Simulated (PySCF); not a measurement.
Input file for PySCF: R-MP2/6-31G* on N2 (SMILES N#N) with ghost functions, monomers drawn apart or pushed together.

```python
from pyscf import gto, scf, dft, mp
from pyscf.data.elements import chemcore

mol = gto.M(
    atom='''
    N     0.50188672   -0.49293007    5.02379182
    N     0.57552593   -0.56386774    3.93803977
    ghost-C   -0.43737409    0.42783225   -1.03061636
    ghost-C   -0.04093733    0.04010681    0.03031240
    ghost-H   -0.79032340    0.77302012   -1.97158665
    ghost-H    0.30879242   -0.30193930    0.97438525
    ''',
    basis='6-31g*',
    cart=True,
    charge=0, spin=0, verbose=3, max_memory=1800)
mf = scf.RHF(mol)
mf.conv_tol = 1e-8
mf.max_cycle = 100
mf.kernel()
if not mf.converged:
    mf = mf.newton().run(mf.mo_coeff, mf.mo_occ)
pt = mp.MP2(mf, frozen=chemcore(mol)).run()
```

Give the final energy of this run.

-109.2517 hartree.
